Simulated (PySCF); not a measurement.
Molfile (atoms numbered from 1):
```
C3H5Cl3O2Si
     RDKit          3D

 14 13  0  0  0  0  0  0  0  0999 V2000
    0.5575   -1.9793    0.1548 O   0  0  0  0  0  0  0  0  0  0  0  0
    0.1175   -0.8827   -0.0504 C   0  0  0  0  0  0  0  0  0  0  0  0
   -1.3878   -0.6172   -0.1224 C   0  0  0  0  0  0  0  0  0  0  0  0
   -1.8041    0.7816    0.2875 C   0  0  0  0  0  0  0  0  0  0  0  0
   -1.1126    1.2002    1.8707 Cl  0  0  0  0  0  0  0  0  0  0  0  0
   -3.5827    0.8517    0.4230 Cl  0  0  0  0  0  0  0  0  0  0  0  0
   -1.3022    1.9974   -0.9014 Cl  0  0  0  0  0  0  0  0  0  0  0  0
    0.8636    0.1741   -0.2531 O   0  0  0  0  0  0  0  0  0  0  0  0
    2.5380    0.1377   -0.2014 Si  0  0  0  0  0  4  0  0  0  0  0  0
   -1.8807   -1.3511    0.5199 H   0  0  0  0  0  0  0  0  0  0  0  0
   -1.7085   -0.8009   -1.1522 H   0  0  0  0  0  0  0  0  0  0  0  0
    2.7589    1.5481   -0.4793 H   0  0  0  0  0  0  0  0  0  0  0  0
    3.0020   -0.7642   -1.2475 H   0  0  0  0  0  0  0  0  0  0  0  0
    2.9405   -0.2960    1.1296 H   0  0  0  0  0  0  0  0  0  0  0  0
  1  2  2  0
  2  3  1  0
  3  4  1  0
  4  5  1  0
  4  6  1  0
  4  7  1  0
  2  8  1  0
  8  9  1  0
  3 10  1  0
  3 11  1  0
  9 12  1  0
  9 13  1  0
  9 14  1  0
M  END
```

One conformer, no solvent, no relativistic terms, fast rotation and ring inversion assumed for equivalent nuclei. GFN2-xTB geometry; NMR shieldings at PBE0/pcSseg-1/GIAO; PySCF 2.14.0 with density-fitted response routines.

Chemical shifts δ = σref − σ; $^{13}$C (σ = 186.93 ppm) and $^{1}$H (σ = 31.72 ppm) and $^{29}$Si (σ = 349.16 ppm) against TMS; H2O for $^{17}$O (σ = 336.08 ppm); $^{35}$Cl (σ = 949.78 ppm) vs HCl, all at this level.

```json
{"atoms": "O1", "nucleus": "$^{17}$O", "count": "1", "δ (ppm)": "462.3"}
{"atoms": "H12/H13/H14", "nucleus": "$^{1}$H", "count": "3", "δ (ppm)": "?"}
{"atoms": "Si9", "nucleus": "$^{29}$Si", "count": "1", "δ (ppm)": "-38.1"}
{"atoms": "Cl5/Cl6/Cl7", "nucleus": "$^{35}$Cl", "count": "3", "δ (ppm)": "486"}
{"atoms": "C3", "nucleus": "$^{13}$C", "count": "1", "δ (ppm)": "63.6"}
{"atoms": "H10/H11", "nucleus": "$^{1}$H", "count": "2", "δ (ppm)": "?"}
{"atoms": "C4", "nucleus": "$^{13}$C", "count": "1", "δ (ppm)": "119.3"}
{"atoms": "O8", "nucleus": "$^{17}$O", "count": "1", "δ (ppm)": "192.2"}
{"atoms": "C2", "nucleus": "$^{13}$C", "count": "1", "δ (ppm)": "?"}
```

Question: Estimate the values marked ?.

Answer: 
- C2: 171.3 ppm, carbonyl carbon
- H12/H13/H14: 4.90 ppm, hydrogen on a silicon bonded to O
- H10/H11: 3.64 ppm, hydrogen on an sp3 CH2 α to a carbonyl

Carbons that carry Cl, above all several Cl atoms, come out too deshielded, partly because spin–orbit coupling is missing. Shifts are as computed. Against solution values, carbons near 30 ppm lie about +3 ppm off and those near 130 ppm about +5 ppm; carbons on Cl a further +6 ppm. Of 1211 compounds with measured shifts, 218 miss one by over three times the rms of a fit or turn the order of signals round; such compounds aren't used in these exercises. Unscaled 17O shifts of doubly bonded oxygen tend to come out too high, by tens of ppm or more. Experimental scales use liquid or dissolved standards, which lie at an offset from isolated H2O (liquid H2O: subtract about 36 ppm).
